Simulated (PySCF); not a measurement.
C₅H₉Cl₂ (doublet state).
Structure used (GFN2-xTB), in Å, numbered top down from 1:
```xyz
16
C5H9Cl2 angstrom
C      0.201    1.336   -0.732
C     -0.030    0.048    0.066
C     -0.346   -1.110   -0.901
C      1.233   -0.283    0.869
C     -1.181    0.247    1.009
Cl    -2.619    0.967    0.423
Cl    -1.434   -0.891    2.262
H      0.377    2.171   -0.059
H      1.070    1.218   -1.373
H     -0.658    1.568   -1.356
H      0.486   -1.257   -1.585
H     -1.240   -0.886   -1.478
H     -0.511   -2.031   -0.347
H      1.439    0.504    1.590
H      1.121   -1.223    1.403
H      2.082   -0.369    0.197
```

The hyperfine couplings belong to this conformer and change with its torsions.

The species is `CC(C)(C)[C](Cl)Cl` [radical].

Level of theory: UKS B3LYP, pcH-1 on C Cl H, non-relativistic, mean-field spin-orbit, GIAO (PySCF). Geometry: GFN2-xTB; no solvent, vibrations or thermal averaging. The geometry wasn't refined by DFT: couplings that depend on bond lengths, twists or pyramidal angles can differ widely from those at the functional's own minimum. Stability of the SCF solution: not tested.

(1) Predict the first-order ENDOR lines of C1/C3/C4, C2 and Cl6/Cl7 under fast tumbling at B = 333.3 mT (X band).

(2) Which pairs are centred on the nuclear Larmor frequency, and which on half the coupling?

(3) At what field would the lower line of C2 fall to zero frequency?

Answers

(1) For S = 1/2 in fast tumbling each set of equivalent nuclei gives two lines, ν± = |νn ± a/2| to first order, with νn = g_N μN B/h and μN/h = 7.62259 MHz/T.

```csv
nuclei,isotope,g_N,νn (MHz),a_iso (MHz),lower line (MHz),upper line (MHz)
C1/C3/C4,13C,1.4048,3.57,19.49,6.18,13.32
C2,13C,1.4048,3.57,-10.21,1.54,8.67
Cl6/Cl7,35Cl,0.5479,1.39,12.75,4.98,7.77
```

The rows for 13C, of low natural abundance, apply to labelled samples.

(2) No pair is centred on νn. Centred on |a|/2 and split by 2νn: C1/C3/C4, C2 and Cl6/Cl7.

(3) Where νn = |a|/2, that is B = 5.11 MHz/(1.4048 × 7.62259 MHz/T) = 477 mT, as far as first order holds there.

Nuclei that the bonding pattern makes equivalent are averaged, as if the motion that swaps them (rotation, inversion, ring flip) were fast. The 13C value of +19.5 MHz is a mean of couplings from 11.2 to 36.0 MHz in this one geometry, not an average over conformers.

Main isotope only: 35Cl (natural samples also hold 24 % 37Cl, magnetic too, which adds its own pattern).
